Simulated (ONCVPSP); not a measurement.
## chlorine (Cl), ONCV: configuration errors across variants

ONCVPSP 4.0.1 input, shortened (lines: element, Z, core and valence counts, functional; n l f; lmax; l rc ep ncon nbas qcut; lloc lpopt rc5 dvloc0; l nproj debl; icmod fcfact rcfact), PBEsol, scalar-relativistic:

```
  Cl 17.00    3    2  -116133      upf
    1    0    2.00
    2    0    2.00
    2    1    6.00
    3    0    2.00
    3    1    5.00
    2
    0    1.30    0.00    4    7    4.70
    1    1.20    0.00    4    8    6.60
    2    1.40    0.47    4    8    5.80
    4    3    0.95    0.00
    0    2    1.40
    1    3    1.20
    2    2    3.20
    3    4.50    1.05
```

All-electron excitation energies from the reference (eV): (1) 3s2 3p4 13.836; (2) 3s2 3p3 39.233; (3) 3s2 3p2 77.488; (4) 3s2 3p4.5 5.564.

A true bound ghost makes a file unfit for plane-wave use even where its test errors are small: the radial tests pick states by their node count and pass the ghost by.

Errors AE − PS in meV (a dash: test not solved or not reliable):

```tsv
change	(1)	(2)	(3)	(4)	bound ghosts	GHOST(+) flags above zero
base	+0.5	+11	+53	-0.2	p	s, p
s: qcut 2.8	+0.8	+14	+62	-0.2	p	s, p
s: qcut 3.3	+0.8	+13	+61	-0.2	p	s, p
s: qcut 4	+0.6	+12	+57	-0.2	p	s, p
s: qcut 5.4	+0.4	+10	+49	-0.2	p	s, p
s: qcut 6.3	+0.3	+9.4	+46	-0.3	p	s, p
s: qcut 6.9	+0.2	+9.1	+45	-0.3	p	s, p
```

Problem. Give the same row for: s: qcut 5.7.

Solution. +0.3, +9.9, +48, -0.2; bound ghosts: p; GHOST(+) flags above zero: s, p.
